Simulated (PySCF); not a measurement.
Species: C₅H₇NSSi.
InChI=1S/C5H7NSSi/c7-8-5-3-1-2-4-6-5/h1-4,7H,8H2

Computed, not measured: TDDFT PBE0/def2-SVPD, vertical, gas phase, core orbitals frozen in the response (PySCF 2.14.0, density-fitted response routines). One conformer (not necessarily the lowest) at the GFN2-xTB geometry, without solvent, vibrations or thermal averaging. Torsions of this conformer, `[SH:1][SiH2:2][c:3]1[cH:4][cH:5][cH:6][cH:7][n:8]1`: S1–Si2–C3–C4 180°, H–S1–Si2–C3 0°.

Each state is given a Gaussian of 0.3 eV full width at half maximum, with ε(max) = 2.175×10⁸ f / Δν̃ (Δν̃ the width in cm⁻¹). The cross-section is σ = 3.8235×10⁻²¹ ε cm², given in Mb (10⁻¹⁸ cm²). The width is an assumption, not a result. The curve ends short of the highest state used, and states not computed would add to its high-energy end.

(λ (nm), σ (Mb)): (219.8, 19.29), (223.0, 20.62), (226.3, 15.08), (229.5, 8.04), (232.7, 3.85), (236.0, 2.85), (239.2, 3.25), (242.4, 3.43), (245.7, 2.91), (248.9, 2.21), (252.1, 1.86), (255.4, 2.01), (258.6, 2.34), (261.9, 2.48), (265.1, 2.26), (268.3, 1.78), (271.6, 1.19), (274.8, 0.70), (278.0, 0.36), (281.3, 0.16), (284.5, 0.07), (287.7, 0.02), (291.0, 0.01), (294.2, 0.00)

Problem. Where are the band maxima, and which computed states make them?

Solution. 262 nm (4.74 eV), ε about 650, made up of S1 (35%) and S2 (64%); 242 nm (5.13 eV), ε about 900, made up of S4 (98%); 222 nm (5.58 eV), ε about 5500, made up of S5 (99%) (ε in L mol⁻¹ cm⁻¹; maxima over ε = 5, shares over 10%). The states used: S1 4.66 eV (f 0.0030); S2 4.77 eV (f 0.0048); S3 4.95 eV (f 0.0000); S4 5.13 eV (f 0.0098); S5 5.58 eV (f 0.061); S6 5.93 eV (f 0.022); S7 6.23 eV (f 0.0033); S8 6.24 eV (f 0.100).

Problem. What would ε be at 5.58 eV, the highest of these maxima, with half the width (0.15 eV)?

Solution. About 10900 L mol⁻¹ cm⁻¹ against 5490, a factor of about 1.98; a lone state at its own centre would give exactly 2.

Problem. Coming from long wavelengths, where does ε first pass 100 L mol⁻¹ cm⁻¹?

Solution. At about 278 nm (4.46 eV), 0.20 eV below S1.

Problem. On this curve, what absorbance would a 10⁻⁴ mol/L sample give at 280 nm over a 1 cm path?

Solution. 280 nm is 4.428 eV, where ε is about 59 L mol⁻¹ cm⁻¹, so A = ε c l ≈ 0.0059 (Beer–Lambert, with the gas-phase spectrum and the assumed width).
